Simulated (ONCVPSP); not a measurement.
Kr: one change to an ONCV potential, before and after

ONCVPSP 4.0.1 input, shortened (lines: element, Z, core and valence counts, functional; n l f; lmax; l rc ep ncon nbas qcut; lloc lpopt rc5 dvloc0; l nproj debl; icmod fcfact rcfact), PBE, scalar-relativistic:

```
  Kr 36.00    4    4        4      upf
    1    0    2.00
    2    0    2.00
    2    1    6.00
    3    0    2.00
    3    1    6.00
    3    2   10.00
    4    0    2.00
    4    1    6.00
    2
    0    1.15    0.00    4    9    5.70
    1    1.10    0.00    4    7   14.20
    2    0.60    0.00    4    8   28.90
    4    2    0.55    0.00
    0    2    1.30
    1    2    3.80
    2    3    2.40
    3    2.25    1.25
```

In the d channel the program set the typed energies aside and used -2.991, 0.250, 2.650 Ha.

Change: d: qcut 38.2.

Cutoffs: the cutoffs (Ha) at which the residual kinetic energy of the hardest occupied pseudo-wave falls to 1 and 0.1 mHa per electron; they do not see the model core or the augmentation charge, which bear on the density cutoff. Errors are all-electron minus pseudo energies relative to the spin-unpolarised reference configuration.

**Question.** How do hardness, ghosts and transferability respond?

**Answer.** The potential gets harder (303 Ha and 341 Ha → 412 Ha and 482 Ha); the bound ghosts move from s to d, s; the errors of the 4 common tests hardly move. The waves are optimised to have the least kinetic energy above qcut, so the cutoff follows it (qcut²/2 in Ha).

```csv
quantity,base,changed
"cutoff, loose",303 Ha,412 Ha
"cutoff, tight",341 Ha,482 Ha
loose cutoff by channel,"s 35 Ha, p 71 Ha, d 303 Ha","s 35 Ha, p 71 Ha, d 412 Ha"
bound ghosts,s,"s, d"
GHOST(+) flags under 300 eV,none,none
"error for 3p6 3d10 4s2 4p5, meV [ΔE 14.29 eV]",-2.7,-2.7
"error for 3p6 3d10 4s2 4p4, meV [ΔE 39.46 eV]",-9.0,-9.0
"error for 3p6 3d10 4s2 4p3, meV [ΔE 76.54 eV]",-20,-21
"error for 3p6 3d10 4s2 4p2, meV [ΔE 126.35 eV]",-38,-39
s: phases at 1.17 bohr within 0.05 rad from the reference energy up to (Ha; the scan ends near 5),to the end of the scan,to the end of the scan
p: phases at 1.12 bohr within 0.05 rad from the reference energy up to (Ha; the scan ends near 5),to the end of the scan,to the end of the scan
d: phases at 0.61 bohr within 0.05 rad from the reference energy up to (Ha; the scan ends near 5),to the end of the scan,to the end of the scan
"rms error of d²Exc/dni dnj with the model core, mHa",3.23,3.22
```

 A true bound ghost makes a file unfit for plane-wave use even where its test errors are small: the radial tests pick states by their node count and pass the ghost by.
